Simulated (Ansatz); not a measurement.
Abstraction of H: SnH2(CH3)(SiH3) + C2H3Sn → SnH(CH3)(SiH3) + C2H4Sn

Species: SnH2(CH3)(SiH3), singlet; C2H3Sn `C#[C][SnH2]`, doublet; SnH(CH3)(SiH3), doublet; C2H4Sn `C#[C][SnH3]`, singlet. A radical takes H: the energy is the difference in strength between two Sn–H bonds in different surroundings.

Shapes, held fixed at every level: PBE0-D4/def2-TZVP. Programs: Ansatz 0.2.0. The zero-point and thermal change to 298 K, harmonic and unscaled (PBE0-D4/def2-TZVP), is +1.1 kJ/mol.

Question: Estimate ΔH(298 K) of this reaction.

Answer: The highest level, CCSD(T)/def2-TZVPP, gives ΔH(298 K) = -5.8 kJ/mol; the levels span -11.9 to -2.9. The column of differences is taken from that level and isn't an error. No measured value is set beside it here. Open shells run unrestricted. For atoms past krypton def2 sets carry core potentials with scalar relativity. Outer-core shells of Sn are correlated in most correlated rows, in sets that cover them unevenly. Times are processor times on shared x86 and Arm servers, and rough.

| level | kind | ΔH(298 K) (kJ/mol) | less CCSD(T)/def2-TZVPP | CPU time (sum over the molecules) |
| --- | --- | --- | --- | --- |
| MP2/def2-TZVPP | perturbation theory | -11.9 | -6.1 | – |
| HF/def2-SVP | Hartree–Fock | -5.3 | +0.5 | – |
| SPW92/def2-TZVPP | LDA | -2.9 | +2.9 | 18 s |
| B3LYP-D4/def2-TZVPP | global hybrid | -4.2 | +1.6 | 59 s |
| BHLYP-D4/def2-TZVPP | global hybrid | -5.1 | +0.7 | 50 s |
| PBE0-D4/def2-TZVPP | global hybrid | -4.4 | +1.4 | 47 s |
| CCSD(T)/def2-SVP | coupled cluster or CI | -5.6 | +0.2 | 82 s |
| CCSD(T)/def2-TZVPP | coupled cluster or CI | -5.8 | 0.0 | 37 min |
